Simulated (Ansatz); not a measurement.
Calculated with Ansatz (gas phase, PBE0-D4/def2-TZVP geometries, no zero-point term in ΔE). CCSD(T)/CBS is the MP2 limit (def2-TZVPP, def2-QZVPP) plus CCSD(T) − MP2 in def2-TZVPP, frozen cores. Functionals use def2-TZVPP. def2 core potentials past Kr. For Te outer-core shells are correlated without core-valence functions, which leaves a few kJ/mol of doubt a bond. Each species was taken in one conformer, which may not be the lowest.

Reaction (formal exchange of groups at a Te–Si bond): `F[SiH2][TeH]` + `C=NC(F)OC` → `COC(F)[TeH]` + `C=N[SiH2]F`

Question: Is it downhill or uphill in electronic energy at CCSD(T)/CBS, and by how much? (An estimate is asked.)

Answer: The calculation gave: Uphill: ΔE = +0.32 eV.

Question: What do these levels give: PBE-D4, r2SCAN-D4, r2SCAN, PBE0, MP2/def2-QZVPP, SCS-MP2/def2-QZVPP? (Best estimate.)

Answer: Ansatz gave: PBE-D4 0.36, r2SCAN-D4 0.37, r2SCAN 0.37, PBE0 0.44, MP2/def2-QZVPP 0.31, SCS-MP2/def2-QZVPP 0.28 eV.

Largest T1 diagnostic among the species: 0.013.

From PBE to PBE0 (25 % exact exchange), in def2-TZVPP and without D4, ΔE moves by +0.07 eV. In def2-TZVPP, CCSD(T) changes the Hartree–Fock value by −0.08 eV (the triples alone add −0.01 eV) and MP2 by −0.09 eV.
